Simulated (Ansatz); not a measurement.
Relaxation of ClH4InO2 (8 atoms, charge 0, multiplicity 1), to a largest force component of 0.03 eV/Å in at most 50 steps.

Theory: Ansatz 0.2.0, RHF/def2-SVP.

```xyz
8
Properties=species:S:1:pos:R:3
In 0.039 0.528 -0.472
O 0.060 0.187 2.688
H -0.722 0.131 3.218
Cl 1.831 -0.468 -1.637
O -1.737 -0.183 -0.943
H -1.790 -0.916 -1.538
H 0.248 1.859 0.649
H 0.093 1.099 2.357
```

Question: Where does it end, and by what steps?

Answer: The forces met the threshold. After 17 steps the energy has fallen by 0.740 eV; H3 moved furthest, 1.39 Å. Joined: In1–O2 (3.18 → 2.34 Å).

```json
{"step": "0", "energy less start (eV)": "0.0000", "largest force component (eV/Å)": "1.286", "accepted": "yes"}
{"step": "1", "energy less start (eV)": "-0.0916", "largest force component (eV/Å)": "2.878", "accepted": "yes"}
{"step": "2", "energy less start (eV)": "-0.0329", "largest force component (eV/Å)": "3.721", "accepted": "no"}
{"step": "3", "energy less start (eV)": "-0.1713", "largest force component (eV/Å)": "2.575", "accepted": "yes"}
{"step": "4", "energy less start (eV)": "-0.2601", "largest force component (eV/Å)": "1.899", "accepted": "yes"}
{"step": "5", "energy less start (eV)": "-0.3651", "largest force component (eV/Å)": "1.290", "accepted": "yes"}
{"step": "6", "energy less start (eV)": "-0.4781", "largest force component (eV/Å)": "1.478", "accepted": "yes"}
{"step": "7", "energy less start (eV)": "-0.5706", "largest force component (eV/Å)": "1.229", "accepted": "yes"}
{"step": "8", "energy less start (eV)": "-0.6102", "largest force component (eV/Å)": "0.596", "accepted": "yes"}
{"step": "9", "energy less start (eV)": "-0.6512", "largest force component (eV/Å)": "1.363", "accepted": "yes"}
{"step": "10", "energy less start (eV)": "-0.6844", "largest force component (eV/Å)": "0.712", "accepted": "yes"}
{"step": "11", "energy less start (eV)": "-0.7043", "largest force component (eV/Å)": "0.801", "accepted": "yes"}
{"step": "12", "energy less start (eV)": "-0.7215", "largest force component (eV/Å)": "0.723", "accepted": "yes"}
{"step": "13", "energy less start (eV)": "-0.7328", "largest force component (eV/Å)": "0.494", "accepted": "yes"}
{"step": "14", "energy less start (eV)": "-0.7284", "largest force component (eV/Å)": "0.392", "accepted": "no"}
{"step": "15", "energy less start (eV)": "-0.7394", "largest force component (eV/Å)": "0.120", "accepted": "yes"}
{"step": "16", "energy less start (eV)": "-0.7399", "largest force component (eV/Å)": "0.072", "accepted": "yes"}
{"step": "17", "energy less start (eV)": "-0.7402", "largest force component (eV/Å)": "0.018", "accepted": "yes"}
```

```xyz
8
Properties=species:S:1:pos:R:3
In 0.155 0.809 -0.235
O -0.036 0.174 2.010
H -0.880 -0.258 1.888
Cl 1.880 -0.565 -1.122
O -1.587 -0.187 -0.121
H -1.783 -0.885 -0.727
H 0.304 2.517 -0.209
H -0.030 0.633 2.838
```

Whether the end is a true minimum wasn't checked by a vibrational analysis.

Run time: 50 s on 1 thread of Arm Neoverse V1, with other jobs on the host, peak memory 0.18 GiB.
